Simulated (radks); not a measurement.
Results of a calculation; reference values are marked as such.
Yb, 70 electrons, occupied as [Xe] 4f14 6s1.5 5d0.5 (fractional occupations, a model configuration).

Level of theory: scalar-relativistic Kohn-Sham, PBE, spin-polarised, spherical densities, point nucleus; open shells are filled with parallel spins first (spin-orbit coupling, left out, can overturn this in heavy ions) (a radial shooting solver on a logarithmic mesh with Libxc functionals).

Energy parts (eV):
| part | energy |
|---|---|
| total | -382585.27 |
| kinetic | 416989.05 |
| electron-nucleus | -941858.26 |
| Hartree | 150251.11 |
| exchange-correlation | -7967.17 |

Orbitals (lengths in bohr, moments of r in powers of bohr; <r^-3> diverges for s and p1/2; r(90%) holds 90 % of the orbital's charge):
orbital  occ.  eigenvalue (eV)  <r^-3>  r(90%)
1s up       1        -61245.66       -  0.0357
1s down     1        -61245.66       -  0.0357
2s up       1        -10376.28       -   0.129
2s down     1        -10376.27       -   0.129
2p up       3        -9144.052   15980   0.121
2p down     3        -9144.046   15980   0.121
3s down     1        -2338.663       -   0.318
3s up       1        -2338.656       -   0.318
3p down     3        -1967.286    3485   0.323
3p up       3        -1967.279    3485   0.323
3d down     5        -1515.484   457.9   0.305
3d up       5        -1515.482   458.0   0.305
4s down     1        -459.9425       -   0.701
4s up       1        -459.9313       -   0.701
4p down     3        -338.0695   790.4   0.754
4p up       3        -338.0590   790.4   0.754
4d down     5        -177.7429   87.41   0.842
4d up       5        -177.7351   87.40   0.842
5s up       1         -54.7273       -    1.75
5s down     1         -54.6347       -    1.75
5p up       3         -27.2858   93.96    2.16
5p down     3         -27.1232   94.54    2.15
6s up       1          -4.1529       -    5.86
6s down   0.5          -3.6096       -    5.95
4f up       7          -2.8234   12.26    1.40
4f down     7          -2.7938   12.30    1.39
5d up     0.5          -0.8377   1.601    7.21

The highest occupied level is 5d up at -0.838 eV. The density falls to 0.001 e/bohr^3 at r = 4.99 bohr. Spin moment in Bohr magnetons: 1. Summed over all electrons, <r^2> = 74.96 bohr^2, which gives a Langevin (diamagnetic) susceptibility term of -59.4 x 10^-6 cm^3/mol.

Empty levels of this run are not shown, since the potential may be unsettled where no density lies.
